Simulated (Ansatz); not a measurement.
Frontier orbitals of CH3AlClFSi (`F[Si]1(Cl)[CH2][AlH]1`).

The species carries charge 0 and has multiplicity 1. The geometry is a stationary point of PBE0-D4/def2-TZVP. Basis def2-TZVPP, Ansatz.

Orbital energies of one run (eV). Highest occupied ones, from the top: -7.46, -8.94, -10.59, -10.93, -11.78, -12.50, -13.45, -14.54, -14.66, -14.80, -16.99, -21.66, -25.48, -36.70. Empty: -1.37, -0.06, 0.58, 1.80, 1.91, 2.85.

**Question.** Which functional gave them?
A. r2SCANh
B. B3LYP
C. LC-ωPBE
D. BHLYP

**Answer.** D. HOMO energies: BHLYP -7.46, r2SCANh -6.07, B3LYP -6.35, LC-ωPBE -8.97 eV.

B3LYP here is the variant with VWN-RPA as its local correlation; programs differ in this. LC-ωPBE has ω = 0.4 bohr⁻¹.
